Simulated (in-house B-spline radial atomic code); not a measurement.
# TDHF excitations of Sr2+

Method: TDHF. Computed with a B-spline radial code for spherical atoms: linear response of the closed shell [Ar] 3d10 4s2 4p6 with bare exchange (time-dependent Hartree-Fock); scalar-relativistic (spin-free one-electron X2C), finite nucleus, no spin-orbit coupling, no double excitations, S, P, D and F terms only; shells from n = 2 respond. Only terms of natural parity with L up to 3 were computed.

Command:
```bash
python run_td.py task.json out
```
Settings (radii: box in bohr, nucleus in fm):
```
Z                        38
electrons                36
configuration            [Ar] 3d10 4s2 4p6
hamiltonian              x2c
method                   hf
box_radius               29.48
rms_radius               4.224
intervals                73
```

Cost of the run: 3 s on 1 thread of Arm Neoverse N1 (shared host).

The lowest states, in the order of their Tamm-Dancoff energies; the method's threshold (minus the highest occupied level) is 43.05 eV. Labels give the largest channel, * marks a mixed state, and oscillator strengths are full-response dipole values. Energies in eV:

```tsv
state	full response	Tamm-Dancoff	oscillator strength
4p → 4d 3P	21.816	21.909	-
4p → 4d 3F	22.233	22.568	-
4p → 5s 3P	24.286	24.313	-
4p → 4d 1F	?	?	-
4p → 5s 1P	24.855	24.869	0.652
4p → 5p 3S	27.288	27.332	-
4p → 5p 3D	?	?	-
4p → 5p 1D	28.573	28.580	-
4p → 4d 1P	28.372	29.016	4
4p → 5p 1S	29.632	29.756	-
```

Problem. Where does 4p → 5p 3D lie?

Solution. At 28.235 eV in full response, 28.263 eV in Tamm-Dancoff.

Problem. Where does 4p → 4d 1F lie?

Solution. At 24.281 eV in full response, 24.342 eV in Tamm-Dancoff.

Problem. How large is the singlet-triplet splitting of 4p → 4d (F terms) in Tamm-Dancoff?

Solution. 1.77 eV, from the unrounded values.

Problem. What polarisabilities and dispersion coefficient does the method give?

Solution. Dipole 5.808 bohr³, quadrupole 17.13 bohr⁵, C6 28.87 hartree·bohr⁶ for two such species.
